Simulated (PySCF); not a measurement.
## Working out the ionisation energy of Cd+

Cd+ [Kr] 4d10 5s1 (2S) → Cd(2+) [Kr] 4d10 (1S). All numbers are calculated (PySCF 2.14, a scalar-relativistic core potential, in cc-pVDZ-PP with ECP28MDF (4s4p3d1f, 38 functions)). Frozen: 4s2 4p6. Energies in hartree (1 hartree = 27.21139 eV):

```json
{"part": "UHF", "Cd+ (lower)": "-166.564503", "Cd(2+) (upper)": "-165.996136"}
{"part": "CCSD correlation", "Cd+ (lower)": "-0.279242", "Cd(2+) (upper)": "-0.253877"}
{"part": "(T)", "Cd+ (lower)": "-0.002879", "Cd(2+) (upper)": "-0.001781"}
```

Problem. What does Hartree-Fock give?

Solution. (-165.996136) − (-166.564503) = 0.568367 hartree = 15.466 eV.

Problem. What do CCSD and CCSD(T) give?

Solution. The CCSD correlation energies differ by 0.025365 hartree = 0.690 eV and the triples by 0.001098 hartree = 0.030 eV, so CCSD gives 16.156 eV and CCSD(T) 16.186 eV.

Measured between the centres of the two terms (NIST): 16.908 eV, so CCSD(T) (valence) is off by -0.722 eV.

A double-zeta basis recovers only part of the correlation energy.

What remains against the reference includes basis incompleteness, the frozen core and higher excitations.
